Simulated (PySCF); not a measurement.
C₇H₈O, SMILES COc1ccccc1 (GFN2-xTB optimised geometry):

```
16

C     -2.478     1.063     0.005
O     -1.707    -0.113     0.001
C     -0.348    -0.002     0.000
C      0.358    -1.206     0.000
C      1.737    -1.206     0.000
C      2.437    -0.009     0.000
C      1.740     1.184     0.000
C      0.354     1.198     0.000
H     -3.516     0.735     0.008
H     -2.287     1.667     0.898
H     -2.294     1.669    -0.889
H     -0.203    -2.127     0.000
H      2.270    -2.145     0.000
H      3.516    -0.009     0.000
H      2.275     2.123     0.000
H     -0.162     2.145     0.000
```

Calculation: PBE0/def2-TZVP (PySCF).

### Question
What are the frontier orbital energies and the dipole moment?

### Answer
HOMO-2 -9.20 eV, HOMO-1 -7.30 eV, HOMO -6.41 eV, LUMO -0.15 eV, LUMO+1 0.26 eV; dipole moment 1.26 D.

Meta-Löwdin charges at PBE0/def2-TZVP: C1 -0.13, O2 -0.33, C3 0.21, C4 -0.16, C5 -0.11, C6 -0.15, C7 -0.11, C8 -0.19, H9 0.14, H10 0.11, H11 0.11, H12 0.13, H13 0.12, H14 0.12, H15 0.12, H16 0.12.
